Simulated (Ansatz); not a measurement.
`[NH2][GeH2][F]` + HI → `[F][GeH2][I]` + NH₃ at 600 K and 1 bar (ligand exchange at a Ge–N bond).

Gas-phase electronic energies from Ansatz, PBE0-D4/def2-TZVP geometries. CCSD(T)/CBS adds triple-zeta CCSD(T) − MP2 to the extrapolated MP2 energy (def2 sets, frozen cores). This one scheme is used for every species. Elements past krypton have def2 core potentials. For Ge, I outer-core shells are correlated without core-valence functions, which leaves a few kJ/mol of doubt a bond. Scalar relativity is left out up to krypton. Each species was taken in one conformer, which may not be the lowest.

```
         species  CCSD(T)/CBS energy (Eh)  H − E (kJ/mol)  S (J/(mol·K))
`[NH2][GeH2][F]`              -2233.06137           159.6          359.2
              HI               -298.03592            31.6          227.0
  `[F][GeH2][I]`              -2474.61172            87.3          368.3
             NH₃                -56.50880           112.4          219.5
```

H − E and S are ideal-gas, rigid-rotor, harmonic terms from PBE0-D4/def2-TZVP, for one conformer and one mirror image of each species. 1 Eh = 2625.50 kJ/mol, R = 8.31446 J/(mol·K).

By hand: ΔE, ΔH, ΔS and ΔG.

ΔE = (-2474.61172) + (-56.50880) − (-2233.06137) − (-298.03592) = -0.02323 Eh = -61.0 kJ/mol. Δ(H − E) = 87.3 + 112.4 − 159.6 − 31.6 = 8.5, so ΔH = -52.5 kJ/mol. ΔS = 368.3 + 219.5 − 359.2 − 227.0 = 1.6 J/(mol·K). ΔG = -52.5 − 600 × (1.6)/1000 = -53.5 kJ/mol.

By hand: the equilibrium constant, and the temperature at which ΔG would vanish if ΔH and ΔS stayed fixed.

log₁₀ K = −ΔG/(RT ln 10) = 4.7. ΔH and −TΔS have one sign here, so there is no such temperature.

The number of gas molecules stays the same, so ΔS is small and ΔH decides. A doubt of 5 kJ/mol in ΔE shifts log₁₀ K by 0.4 here. Other conformers and mirror images would add mixing entropy, several J/(mol·K) or more a flexible species. These are equilibria of isolated gas molecules and say nothing of rates. Largest T1 diagnostic: 0.011 (customary marks: 0.02 for closed shells, 0.045 for open ones).

ΔS is within the doubt of such terms, so its sign, and with it that verdict, could turn.
